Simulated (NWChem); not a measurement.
SnNH3, singlet; SMILES [NH2][SnH]

```xyz
5

Sn     0.0324    -0.3224     0.0000
H     -1.7563    -0.3692     0.0000
N      0.0139     1.7047     0.0000
H     -0.8176     2.2867     0.0000
H      0.8572     2.2698     0.0000
```
Atoms are numbered in this order, from 1.

Low-valent species are run as closed-shell singlets; no triplet was tried in these runs. The geometry was optimised at PBE0/def2-SVP. Not confirmed as a minimum by frequencies. B3LYP is NWChem's, with the RPA form of VWN correlation. def2 effective core potentials on Sn; no spin-orbit coupling.

Symmetry labels are those of Cs in the frame above (b1 and b2, or b-type labels, depend on it).

Question: List the 4 lowest vertical singlet excitations from B3LYP/def2-SVPD with def2 effective core potentials on Sn, TDA (NWChem).

Answer: 
```json
[
 {"state": "S1", "energy (eV)": "3.41", "oscillator strength": "0.032", "symmetry": "a\"", "leading excitation (squared amplitude)": "HOMO → LUMO (0.97)"},
 {"state": "S2", "energy (eV)": "4.93", "oscillator strength": "0.058", "symmetry": "a'", "leading excitation (squared amplitude)": "HOMO−1 → LUMO (0.82)"},
 {"state": "S3", "energy (eV)": "5.52", "oscillator strength": "0.196", "symmetry": "a'", "leading excitation (squared amplitude)": "HOMO → LUMO+1 (0.81)"},
 {"state": "S4", "energy (eV)": "5.79", "oscillator strength": "0.049", "symmetry": "a\"", "leading excitation (squared amplitude)": "HOMO−2 → LUMO (0.94)"}
]
```
